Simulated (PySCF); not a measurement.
BeH2, SMILES [BeH2]. Geometry: PBE-D3(BJ)/def2-TZVPD. The isomer is the one that the SMILES or the coordinates give; other isomers of the formula were not compared.

Calculation: PBE-D3(BJ)/def2-TZVPD in PySCF 2.14.0.

Harmonic wavenumbers (cm⁻¹): 708, 708, 1977, 2195. Rotational constants (GHz): 139.3 (linear); symmetry number 2.

Task: Work out the zero-point energy and the ideal-gas rigid-rotor harmonic-oscillator thermochemistry at 298.15 K and 1 atm.

Result: ZPE = ½ Σ hcν = ½ × 5587 cm⁻¹ = 33.42 kJ/mol. H − E(el) = 42.67 kJ/mol. Entropy in J/(mol K): translation 138.68, rotation 34.12, vibration 2.50, total 175.30. G − E(el) = -9.60 kJ/mol. Cp = 36.00 J/(mol K).
